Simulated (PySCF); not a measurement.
## Variants of one PySCF input: Zn

Base input, run as `OMP_NUM_THREADS=1 python input.py` with PySCF 2.14:

```python
from pyscf import gto, scf, cc

mol = gto.M(
    atom='Zn 0 0 0',
    basis='jorge-dzp',
    charge=0,
    spin=0,
    verbose=4,
)
mf = scf.RHF(mol)
mf.kernel()
mycc = cc.CCSD(mf, frozen=5)
mycc.kernel()
e = mycc.eeccsd(nroots=4)[0]
print('roots (eV) =', (e*27.211386).round(3))
mf.dip_moment()
print('orbital energies (hartree):', mf.mo_energy[..., max(0, mol.nelec[1]-3):mol.nelec[0]+3].round(4))
```

Base result: E(SCF) = -1777.675482 Eh, 7 cycles, E(CCSD) − E(SCF) = -0.42306 Eh, excitation roots 3.635, 3.635, 3.635, 3.635 eV. 

It ran on Arm Neoverse N1 (1 thread, shared host) in 6 s, peak memory 0.16 GiB.

Each row names what differs from the base; energies in brackets are changes from the base.

| change | result | wall time (s) |
| --- | --- | --- |
| step after the SCF: eomee → ccsd | E(SCF) = -1777.675482 Eh (+0.0000 eV), 7 cycles, E(CCSD) − E(SCF) = -0.42306 Eh | 2.6 |
| second-order solver: off → on | E(SCF) = -1777.675482 Eh (+0.0000 eV), 3 cycles, E(CCSD) − E(SCF) = -0.42306 Eh, excitation roots 3.635, 3.635, 3.635, 3.635 eV | 6.3 |
| PCM solvent, dielectric constant: none → 78.36; step after the SCF: eomee → analyze | E(SCF) = -1777.679467 Eh (-0.1084 eV), 7 cycles | 2.4 |
| PCM solvent, dielectric constant: none → 32.6; step after the SCF: eomee → analyze | E(SCF) = -1777.679390 Eh (-0.1064 eV), 7 cycles | 2.3 |
| spin (2S): 0 → 4; SCF type: RHF → UHF [a high spin state] | E(SCF) = -1777.230113 Eh (+12.1191 eV), E(CCSD) − E(SCF) = -0.33042 Eh, ⟨S²⟩ = 6.001, excitation roots -10.949, -10.949, -5.646, -3.589 eV | 28 |
| basis set: jorge-dzp → sto-3g | not converged: CCSD, SCF after 50 cycles | 2.8 |
| spin (2S): 0 → 2; SCF type: RHF → UHF [a high spin state] | E(SCF) = -1777.579387 Eh (+2.6149 eV), 10 cycles, E(CCSD) − E(SCF) = -0.38484 Eh, ⟨S²⟩ = 2.001, excitation roots -3.657, 0.004, 0.004, 0.258 eV | 22 |
| functional: none (Hartree–Fock) → mn15; SCF type: RHF → RKS; step after the SCF: eomee → analyze | E(SCF) = -1779.657768 Eh, 8 cycles | 2.6 |
| PCM solvent, dielectric constant: none → 4.71; step after the SCF: eomee → analyze | E(SCF) = -1777.678628 Eh (-0.0856 eV), 7 cycles | 2.5 |
| step after the SCF: eomee → eomea; frozen orbitals: 5 → 0; number of roots: 4 → 8 [positive roots are unbound] | E(SCF) = -1777.675482 Eh (+0.0000 eV), 7 cycles, E(CCSD) − E(SCF) = -0.55185 Eh, attachment roots 1.695, 1.695, 1.695, 6.219, 6.219, 6.219, 6.219, 6.269 eV | 7.3 |
| step after the SCF: eomee → mp2 | E(SCF) = -1777.675482 Eh (+0.0000 eV), 7 cycles, E(MP2) − E(SCF) = -0.45331 Eh | 1.6 |
| charge: 0 → 1; spin (2S): 0 → 1; SCF type: RHF → UHF [another spin of the ion may lie lower] | E(SCF) = -1777.398048 Eh (+7.5494 eV), 8 cycles, E(CCSD) − E(SCF) = -0.38247 Eh, ⟨S²⟩ = 0.750, excitation roots 1.000, 5.660, 5.660, 5.660 eV | 18 |
| frozen orbitals: 5 → 0 | E(SCF) = -1777.675482 Eh (+0.0000 eV), 7 cycles, E(CCSD) − E(SCF) = -0.55185 Eh, excitation roots 3.633, 3.633, 3.633, 3.633 eV | 15 |
| Cartesian functions: off → on | E(SCF) = -1777.693814 Eh (-0.4988 eV), 7 cycles, E(CCSD) − E(SCF) = -0.44385 Eh, excitation roots 3.654, 3.654, 3.654, 3.654 eV | 9.4 |
| step after the SCF: eomee → stability | E(SCF) = -1777.675482 Eh (+0.0000 eV), 7 cycles, internal stable; real -> complex stable; RHF/RKS -> UHF/UKS stable | 1.7 |
| functional: none (Hartree–Fock) → x3lyp; SCF type: RHF → RKS; step after the SCF: eomee → analyze | E(SCF) = -1779.212148 Eh, 7 cycles | 2.3 |
| basis set: jorge-dzp → cc-pvtz; step after the SCF: eomee → mp2 | E(SCF) = -1777.846655 Eh (-4.6579 eV), 7 cycles, E(MP2) − E(SCF) = -0.88127 Eh | 2.8 |
| basis set: jorge-dzp → cc-pvdz-dk; spin-free X2C: off → on | E(SCF) = -1794.275269 Eh, 6 cycles, E(CCSD) − E(SCF) = -0.56241 Eh, excitation roots 3.873, 3.873, 3.873, 3.873 eV | 7.6 |
| electric field along z (a.u.): none → 0.05 [may be another electronic state] | E(SCF) = -1777.738042 Eh (-1.7023 eV), 9 cycles, E(CCSD) − E(SCF) = -0.41051 Eh, excitation roots 4.121, 4.121, 4.139, 4.139 eV | 6.3 |
| PCM solvent, dielectric constant: none → 2.27; step after the SCF: eomee → analyze | E(SCF) = -1777.677690 Eh (-0.0601 eV), 7 cycles | 2.4 |

Task: Order these changes by how far they move the SCF energy from the base, largest first: (1) Cartesian functions: off → on; (2) PCM solvent, dielectric constant: none → 32.6; step after the SCF: eomee → analyze; (3) PCM solvent, dielectric constant: none → 78.36; step after the SCF: eomee → analyze; (4) electric field along z (a.u.): none → 0.05.

Result: (4) -1.7023 eV, (1) -0.4988 eV, (3) -0.1084 eV, (2) -0.1064 eV.
